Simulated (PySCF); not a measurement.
Harmonic spectrum computed at PBE0 in the def2-SVP basis family (core potentials from Rb on, PySCF, no spin–orbit coupling):

```json
{"symmetry": "a2''", "ω (cm⁻¹)": "81", "IR (km/mol, summed over degenerate members)": "3.1"}
{"symmetry": "e'", "ω (cm⁻¹)": "96", "IR (km/mol, summed over degenerate members)": "0.6"}
{"symmetry": "a1'", "ω (cm⁻¹)": "395", "IR (km/mol, summed over degenerate members)": "0.0"}
{"symmetry": "e'", "ω (cm⁻¹)": "417", "IR (km/mol, summed over degenerate members)": "141"}
```

**Question.** Which molecule gave it? In each, all ligands are bound to the one heavy central atom.
A. NbCl₃ (triplet)
B. WCl₃ (quartet)
C. IrCl₃ (triplet)
D. TcCl₃ (quintet)
E. RhCl₃ (triplet)

**Answer.** B. It has D3h symmetry with W–Cl 2.269 Å (×3).
